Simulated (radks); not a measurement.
The numbers below are computed, except where a source is named.
Task: Radial electron density D(r) = 4 pi r^2 rho(r) of an atom or ion with 39 electrons. Level of theory: Dirac Kohn-Sham, PBE, spin-unpolarised, spherical densities, finite nucleus; Fermi nuclear charge, rms radius of each element as measured or else 0.836 A^(1/3) + 0.57 fm (a radial shooting solver on a logarithmic mesh with Libxc functionals).

| r (bohr) | D(r) (e/bohr) |
|---|---|
| 0.004378 | 11.21 |
| 0.005016 | 13.74 |
| 0.005701 | 16.52 |
| 0.006531 | 19.92 |
| 0.007483 | 23.76 |
| 0.008505 | 27.76 |
| 0.009744 | 32.33 |
| 0.01107 | 36.81 |
| 0.01269 | 41.56 |
| 0.01442 | 45.78 |
| 0.01652 | 49.71 |
| 0.01878 | 52.58 |
| 0.02151 | 54.47 |
| 0.02445 | 54.98 |
| 0.02801 | 54.18 |
| 0.03184 | 52.39 |
| 0.03648 | 49.93 |
| 0.04179 | 47.69 |
| 0.0475 | 46.63 |
| 0.05441 | 47.42 |
| 0.06185 | 50.28 |
| 0.07085 | 55.25 |
| 0.08053 | 60.70 |
| 0.09226 | 65.59 |
| 0.1049 | 67.65 |
| 0.1201 | 65.94 |
| 0.1365 | 60.78 |
| 0.1564 | 53.19 |
| 0.1792 | 46.29 |
| 0.2037 | 42.91 |
| 0.2334 | 43.71 |
| 0.2652 | 47.44 |
| 0.3039 | 51.39 |
| 0.3454 | 51.92 |
| 0.3957 | 47.26 |
| 0.4497 | 38.70 |
| 0.5152 | 28.03 |
| 0.5856 | 19.54 |
| 0.6709 | 14.14 |
| 0.7625 | 12.37 |
| 0.8736 | 12.39 |
| 1.001 | 12.37 |
| 1.138 | 11.26 |
| 1.303 | 8.952 |
| 1.481 | 6.351 |
| 1.697 | 3.868 |
| 1.929 | 2.159 |
| 2.21 | 1.034 |
| 2.511 | 0.4635 |
| 2.877 | 0.1739 |
| 3.27 | 0.05970 |
| 3.747 | 0.01577 |
| 4.258 | 0.003607 |
| 4.879 | 0.0005681 |

What is the nuclear charge?

Result: Z = 43. The innermost maximum, from 1s, lies near gamma/Z bohr with gamma = sqrt(1 - (Z/c)^2) = 0.949, here 0.0221 bohr (found: 0.0243), and its height grows with Z. The density is that of the technetium ion Tc4+ in [Kr] 4d3; the configuration itself is not fixed sharply by these data, and Z only to a few units. D(r) has 4 maxima, at r = 0.0243, 0.107, 0.329, 0.939 bohr, and minima at 0.0483, 0.212, 0.806 bohr, inside which lie 2.04, 11.08, 29.34 electrons.
